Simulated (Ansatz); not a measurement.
Total energies of (CuH)3 ring (Cu3H3) from Ansatz at HF/def2-TZVP, gas phase (1 Eh = 27.2114 eV = 2625.5 kJ/mol). The reference geometry is relaxed at PBE-D4/def2-SVP.

Cartesian coordinates in Å:
```
Cu -0.342 0.788 1.029
H 1.331 0.967 0.934
Cu 1.285 -0.103 -0.368
H 0.482 -1.111 -1.452
Cu -0.943 -0.685 -0.662
H -1.813 0.145 0.519
```

```csv
state,geometry,energy (Eh)
charge 0 singlet,reference,-4918.53286
charge 1 doublet,reference,-4918.28577
free Cu atom (doublet),–,-1638.92308
free H atom (doublet),–,-0.49981
```

Work out the vertical ionisation energy to the doublet.

E(charge 1 doublet) − E(charge 0 singlet) = -4918.28577 − (-4918.53286) = 0.24709 Eh = 6.72 eV. For comparison, −ε of the highest occupied level is 9.76 eV at this level, 3.04 eV more.

What is the binding energy per atom against free atoms?

Atoms: 3 × (-1638.92308) + 3 × (-0.49981) = -4918.26867 Eh. Binding: -4918.26867 − (-4918.53286) = 0.26419 Eh = 7.19 eV, or 1.20 eV for each of 6 atoms (no zero-point energy, no counterpoise term).

At CCSD(T)/def2-TZVP T1 of the charge 1 doublet is large (up to 0.074), so the single-reference result is doubtful.
